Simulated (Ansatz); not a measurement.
Reaction (ligand exchange at the Si–C bond): `O=C=C([SiH3])[SiH3]` + `[OH][In]([F])[SH]` → `[F][In]([SH])[O][SiH3]` + `O=C=C[SiH3]`

Gas-phase electronic energies from Ansatz, PBE0-D4/def2-TZVP geometries. CBS: MP2 limit from def2 TZ/QZ plus the TZ coupled-cluster correction, frozen cores. DFT in def2-TZVPP. B3LYP here is the variant with VWN-RPA as its local correlation; programs differ in this. Elements past krypton have def2 core potentials. For In outer-core shells are correlated without core-valence functions, which leaves a few kJ/mol of doubt a bond. One conformer a species, not always the lowest.

`O=C=C([SiH3])[SiH3]`:

Cartesian coordinates in Å:
```
O -0.745 2.435 -1.373
C -0.447 1.462 -0.824
C -0.112 0.365 -0.205
Si 0.251 -1.144 -1.219
Si -0.019 0.386 1.646
H 1.642 -1.602 -0.965
H -0.675 -2.242 -0.841
H 0.084 -0.819 -2.658
H 1.352 0.025 2.088
H -0.365 1.743 2.138
H -0.966 -0.610 2.211
```

`[OH][In]([F])[SH]`:

Z-matrix (Å, degrees):
```
In
F 1 1.952
S 1 2.344 2 118.1
O 1 1.963 2 112.4 3 180.0
H 3 1.346 1 91.4 2 -0.1
H 4 0.962 1 110.9 2 0.1
```

`[F][In]([SH])[O][SiH3]`:

Z-matrix (Å, degrees):
```
Si
O 1 1.637
H 1 1.489 2 111.3
H 1 1.486 2 108.1 3 -119.6
H 1 1.489 2 111.3 3 120.8
In 2 1.954 1 136.1 3 -59.2
S 6 2.341 2 126.7 1 -179.8
F 6 1.944 2 112.8 1 0.1
H 7 1.345 6 91.6 2 -180.0
```

`O=C=C[SiH3]`:

Cartesian coordinates in Å:
```
O 2.302 -1.463 -0.187
C 1.180 -1.190 -0.177
C -0.080 -0.841 -0.159
Si -0.555 0.918 0.150
H -0.812 -1.621 -0.331
H -1.319 1.466 -1.001
H -1.406 1.027 1.363
H 0.690 1.703 0.342
```

```
             level  ΔE (kcal/mol)
           PBE0-D4          -12.3
          B3LYP-D4          -14.6
           ωB97M-V          -14.7
               PBE          -11.6
             B3LYP          -15.8
    MP2/def2-TZVPP          -14.0
SCS-MP2/def2-TZVPP          -15.6
    MP2/def2-QZVPP          -14.0
```

Task: What does CCSD(T)/CBS give? (Best estimate.)

Result: Ansatz gave: -14.8 kcal/mol. The listed levels differ from it by 2.5, 0.2, 0.1, 3.2, -1.0, 0.8, -0.8, 0.8 kcal/mol.

Largest T1 diagnostic among the species: 0.016.

In def2-TZVPP, CCSD(T) changes the Hartree–Fock value by +5.7 kcal/mol (the triples alone add +1.1 kcal/mol) and MP2 by +6.7 kcal/mol. From PBE to PBE0 (25 % exact exchange), in def2-TZVPP and without D4, ΔE moves by −1.4 kcal/mol. The D4 term adds +1.3 kcal/mol with B3LYP and +0.7 kcal/mol with PBE0; it sums over pairs of atoms, weighted by their polarisabilities, and B3LYP, whose exchange is more repulsive, gets the larger term.
